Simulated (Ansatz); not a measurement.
Species: CdI, charge 1, singlet. CdI+ (SMILES [Cd+][I]).
B3LYP-D3(BJ)/def2-TZVP minimum from Ansatz (a program for electronic structure):
```
Cd
I 1 2.5923
```
Charge +1, spin multiplicity 1.

Total energies in def2-SVP, 18 correlated electrons, 13 frozen orbitals. Open shells are spin-unrestricted; no spin-orbit coupling. Correlated methods leave the cores frozen (noble-gas shells, and filled d and f shells in the p block). Past Kr the def2 sets carry scalar-relativistic core potentials. Spin-orbit terms, left out, reach several kcal/mol for Br and I, and more for heavier atoms. The T1 diagnostic of CdI+ ([Cd+][I], singlet) reaches 0.025 in the sets run. The spin of CdI+ ([Cd+][I], singlet) was assumed, and the state is the lowest solution found for it.

| method | program | energy (Eh) | minus CCSDT(Q) (mEh) |
|---|---|---|---|
| HF | Ansatz | -463.25092 | 360.39 |
| MP2 | Ansatz | -463.60081 | 10.50 |
| CCSD | Ansatz | -463.60282 | 8.50 |
| CCSD(T) | Ansatz | -463.61054 | 0.77 |
| CCSDT(Q) | Ansatz | -463.61132 | 0.00 |

Rough core times of Ansatz's runs on a shared machine: CCSD(T) under 20 s, CCSDT(Q) 60 s.
